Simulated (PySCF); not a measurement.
C₆H₆F₃OP.
Z-matrix (Å and degrees, GFN2-xTB geometry), rows numbered from 1:
```
C 
P   1  1.8400
C   2  1.8118  1   99.49
C   3  1.3695  2  131.45  1   164.03
C   4  1.4123  3  105.89  2   174.43
C   5  1.3619  4  106.03  3    -1.18
O   6  1.3390  5  110.86  4     0.36
C   2  1.8978  1   95.99  3    95.81
F   8  1.3389  2  111.30  1  -170.11
F   8  1.3406  2  111.03  1    70.64
F   8  1.3435  2  113.83  1   -49.56
H   1  1.0886  2  107.89  3    75.91
H   1  1.0896  2  111.46  3   -44.55
H   1  1.0898  2  108.61  3  -166.31
H   4  1.0710  3  126.46  2    -6.80
H   5  1.0705  4  126.91  3   179.03
H   6  1.0724  5  131.96  4   179.91
```

NICS = −σ at a ghost point: NICS(0) at the centroid of the ring atoms, NICS(1) 1 Å to either side along the normal of their mean plane, zz for the tensor component along that normal. Level: GIAO PBE0/pcSseg-1 (PySCF, non-relativistic, gas phase) on the GFN2-xTB geometry, one conformer.

Ring bond lengths (Å), with Mayer bond orders in brackets: C3–C4 1.370 (1.56), C4–C5 1.412 (1.29), C5–C6 1.362 (1.59), C6–O7 1.339 (1.09), O7–C3 1.352 (1.03).

What do the NICS probes read (ppm)?

```json
{"ring": "C3–C4–C5–C6–O7", "type": "5-membered ring with O; formal bonds all aromatic", "NICS(0)": "-11.7", "NICS(1), two faces": "-10.5 / -10.4", "NICS(1)zz, two faces": "-27.4 / -26.2", "rms pucker (Å)": "0.01", "centre to ring atoms, mean (Å)": "1.16"}
```

What do they say, and how far can they be read as aromaticity?

- C3–C4–C5–C6–O7: mean NICS(1)zz -26.8 ppm, shielded, aromatic by this magnetic criterion (flat ring, no four-coordinate atom).

How equal are the bonds by HOMA? HOMA = 1 − mean of α(R − Ropt)² over the ring bonds, with Krygowski's 1993 parameters (CC: Ropt 1.388 Å, α 257.7 Å⁻²; CO: Ropt 1.265 Å, α 157.38 Å⁻²).

- C3–C4–C5–C6–O7: HOMA 0.51; the largest term is that of O7–C3, α(R − Ropt)² = 1.18.

What is the mean of the two in-plane components of NICS at the first NICS(1) probe listed for ring C3–C4–C5–C6–O7, 1 Å off the ring?

The isotropic value is a third of the trace: (3 × -10.5 − (-27.4))/2 = -2.1 ppm.

List the ring angles and the Hirshfeld charges of the ring atoms.

- C3–C4–C5–C6–O7: C3 110.2° (-0.013 e), C4 105.9° (-0.087 e), C5 106.0° (-0.084 e), C6 110.9° (+0.010 e), O7 107.0° (-0.049 e); sum 540.0° against 540° for a flat convex ring.

What are the shieldings of the ring atoms and their hydrogens in the same run (means over atoms taken as equivalent)?

```json
{"atoms": "C3", "environment": "substituted aromatic carbon", "σ isotropic (ppm)": "34.8"}
{"atoms": "C4", "environment": "aromatic CH carbon", "σ isotropic (ppm)": "61.2"}
{"atoms": "C5", "environment": "aromatic CH carbon", "σ isotropic (ppm)": "67.7"}
{"atoms": "C6", "environment": "aromatic CH next to a ring oxygen", "σ isotropic (ppm)": "36.1"}
{"atoms": "O7", "environment": "furan-type oxygen", "σ isotropic (ppm)": "28.8"}
{"atoms": "H15", "environment": "aromatic hydrogen", "σ isotropic (ppm)": "24.45"}
{"atoms": "H16", "environment": "aromatic hydrogen", "σ isotropic (ppm)": "24.88"}
{"atoms": "H17", "environment": "aromatic hydrogen", "σ isotropic (ppm)": "24.00"}
```
